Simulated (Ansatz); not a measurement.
`C#[C][SnH]([Cl])[Cl]` + CH₃OH → `C[O][SnH]([Cl])[Cl]` + acetylene at 298.15 K and 1 bar (ligand exchange at the Sn–C bond).

Computed with Ansatz on PBE0-D4/def2-TZVP structures; ΔE is electronic, products minus reactants. CCSD(T)/CBS is the MP2 limit (def2-TZVPP, def2-QZVPP) plus CCSD(T) − MP2 in def2-TZVPP, frozen cores. This one scheme is used for every species. Elements past krypton have def2 core potentials. For Sn outer-core shells are correlated without core-valence functions, which leaves a few kJ/mol of doubt a bond. Each species was taken in one conformer, which may not be the lowest.

```csv
species,CCSD(T)/CBS energy (Eh),H − E (kJ/mol),S (J/(mol·K))
`C#[C][SnH]([Cl])[Cl]`,-1210.91086,95.5,374.8
CH₃OH,-115.61712,146.3,238.2
`C[O][SnH]([Cl])[Cl]`,-1249.30688,158.0,392.6
`C#C`,-77.22717,80.8,200.2
```

H − E and S are ideal-gas, rigid-rotor, harmonic terms from PBE0-D4/def2-TZVP, for one conformer and one mirror image of each species. 1 Eh = 2625.50 kJ/mol, R = 8.31446 J/(mol·K).

By hand: ΔE, ΔH, ΔS and ΔG.

ΔE = (-1249.30688) + (-77.22717) − (-1210.91086) − (-115.61712) = -0.00607 Eh = -15.9 kJ/mol. Δ(H − E) = 158.0 + 80.8 − 95.5 − 146.3 = -3.0, so ΔH = -18.9 kJ/mol. ΔS = 392.6 + 200.2 − 374.8 − 238.2 = -20.2 J/(mol·K). ΔG = -18.9 − 298.15 × (-20.2)/1000 = -12.9 kJ/mol.

By hand: the equilibrium constant, and the temperature at which ΔG would vanish if ΔH and ΔS stayed fixed.

log₁₀ K = −ΔG/(RT ln 10) = 2.3. ΔG = 0 at ΔH/ΔS = 936 K.

ΔH outweighs TΔS. A doubt of 5 kJ/mol in ΔE shifts log₁₀ K by 0.9 here. Other conformers and mirror images would add mixing entropy, several J/(mol·K) or more a flexible species. Modes under 60 cm⁻¹, often nearly free rotors, make the harmonic entropy too high. These are equilibria of isolated gas molecules and say nothing of rates. Largest T1 diagnostic: 0.013 (customary marks: 0.02 for closed shells, 0.045 for open ones).
